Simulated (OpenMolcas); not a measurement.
## Co⁺: effect of the active space

```
Program             : OpenMolcas 26.06
Method              : XMS-CASPT2, IPEA 0.25 Eh, imaginary shift 0.1 Eh
Basis               : ANO-RCC-VTZP
Scalar Hamiltonian  : DKH2, point nucleus
Spin-orbit coupling : state interaction with AMFI integrals over the reference wave functions, term energies averaged over their components
```

A. 8 electrons in 5 orbitals (3d); 2S+1 = 3 even, 10 roots; 2S+1 = 1 even, 15 roots; closed shells correlated: 3s 3p; CASPT2 step about 2.5 core-seconds
B. 8 electrons in 6 orbitals (3d 4s); 2S+1 = 3 even, 55 roots; 2S+1 = 5 even, 10 roots kept (CI in the orbitals of an earlier block); 2S+1 = 1 even, 33 roots kept (CI in the orbitals of an earlier block); closed shells correlated: 3s 3p; CASPT2 step roughly 22 core-seconds

Energies in cm⁻¹ above 3d⁸ ³F₄, the measured ground level; measured values from NIST Handbook of Basic Atomic Spectroscopic Data.

| Level | A | B | Measured |
| --- | --- | --- | --- |
| 3d⁸ ³F₄ | 0.0 | 0.0 | 0.0 |
| 3d⁸ ³F₃ | 965 | 1047 | 950 |
| 3d⁸ ³F₂ | 1625 | 1760 | 1597 |
| 3d⁸ ¹D₂ | 11350 | 10620 |  |
| 3d⁸ ³P₂ | 13910 | 13060 |  |
| 3d⁸ ³P₁ | 14180 | 13320 |  |
| 3d⁸ ³P₀ | 14380 | 13580 |  |

Deviations, from unrounded energies. A percentage is the sum of absolute deviations over the sum of measured energies, with the sign that they share, or ± where signs differ.

| Against measurement | Levels | A | B |
| --- | --- | --- | --- |
| mean absolute deviation (cm-1) | 2 | 22 | 130 |
| fine structure of the ground term (%) | 2 | +1.7 | +10.2 |

A lies closest to measurement on these levels. The largest miss of A in the table is 3d⁸ ³F₂, by +28 cm-1. The ranking rests on the paired levels alone, and a cruder setting can come out closer through cancelling errors.

The spin-orbit steps hold different terms of 3d⁸ (B lacks ¹G, ¹S), which shifts levels as well.

The two smallest mean deviations differ by little beside CASPT2's spread within terms, so their order carries little weight.

Between A and B the level of the table that moves most is 3d⁸ ³P₁, by 870 cm-1 (lowest in B, highest in A). Moves below CASPT2's spread within the term are not significant.

Term energies are means over components that CASPT2 splits; among the terms shown or strongly mixed into the levels shown the widest spread is 1400 cm-1 (3d⁸ ³F, A). Terms from blocks run as CI alone lack orbitals of their own (holds for B). Measured partners are found by configuration, term and J. A level has none where our copy of the source lacks it or the pairing is in doubt (some pairs that miss far off the trend of their configuration count as doubtful), and it then counts in no deviation. Levels of configurations outside the active space are missing. The table leaves out levels that lie high or whose names do not pair safely across all columns.
